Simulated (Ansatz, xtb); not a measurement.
Species: MoH3, net charge 0, quartet state. The spin state was set by rule; other spins were not relaxed. 
Geometry from a B3LYP-D3(BJ)/def2-TZVP (Ansatz, a first-principles code) optimisation:
SMILES: [MoH3]
```xyz
4

Mo    -0.0369    -0.0051     0.0162
H      1.1812    -0.3629     1.1493
H      0.1828     1.6015    -0.4996
H      0.1843    -1.0225    -1.3298
```
Charge 0, spin multiplicity 4.

Harmonic wavenumbers from GFN2-xTB (xtb, at its own minimum), cm⁻¹: 447, 897, 899, 1736, 1764, 1769.

Give the harmonic wavenumbers at B3LYP-D3(BJ)/def2-TZVP (Ansatz, finite differences of forces, unscaled).

416, 614, 615, 1858, 1858, 1891 cm⁻¹. Zero-point energy 10.4 kcal/mol.

From these and the geometry, give the ideal-gas thermochemistry at 298.15 K and 1 atm (rigid rotor, harmonic oscillator).

Point group C3v, rotational symmetry number 3. Rotational constants 103, 103, 66.19 GHz. S(trans) 39.69, S(rot) 14.59, S(vib) 1.76, S(elec, spin only) 2.75, S 58.8 cal/(mol K). H(298) - H(0) 2.75 kcal/mol; G - E(el) -4.4 kcal/mol.
